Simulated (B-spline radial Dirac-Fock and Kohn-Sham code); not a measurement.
**X-ray lines that fill the L1 vacancy in Mo⁺**

System: the Mo⁺ ion in the configuration [Kr] 4d3 5s2 (not the ground configuration).

The run's input, task.json:

```json
{"items": [{
  "Z": 42,
  "q": 1,
  "cfg": [[1, 0, 2], [2, 0, 2], [2, 1, 6], [3, 0, 2], [3, 1, 6], [3, 2, 10], [4, 0, 2], [4, 1, 6], [4, 2, 3], [5, 0, 2]],
  "A": 98,
  "rrms": 4.4091,
  "do": ["binding", "quiet", "decay"],
  "holes": ["K", "L1", "L2", "L3", "M1", "M2", "M3", "M4", "M5", "N1", "N2", "N3"]
}]}
```

Launch: `python xray_run.py task.json out`

The computed values come from a B-spline atomic structure program: independent-particle rates on relativistic LDA orbitals of the hole state (multipoles up to L = 3, Coulomb Auger matrix elements, transition energies from Dirac-Fock).

```
       line  multipole  energy (eV)  rate (s⁻¹)  share (%)
      L1-L2         E1        245.9    9.67e+10      0.146
      L1-L3         E1        350.8    5.88e+11      0.890
Lβ4 (L1-M2)         E1       2458.8    2.04e+13       30.8
Lβ3 (L1-M3)         E1       2476.5    3.51e+13       53.1
      L1-M4         E2       2642.4    1.84e+11      0.278
      L1-M5         E2       2645.6    2.74e+11      0.414
Lγ2 (L1-N2)         E1       2836.2    3.44e+12       5.21
Lγ3 (L1-N3)         E1       2838.7    6.01e+12       9.10
```

The listed lines hold 100.0 % of the radiative rate. The radiative width is 0.0435 eV in the length form and 0.0433 eV in the velocity form; the two differ because the transition energies are not eigenvalue differences of the potential that gave the orbitals.
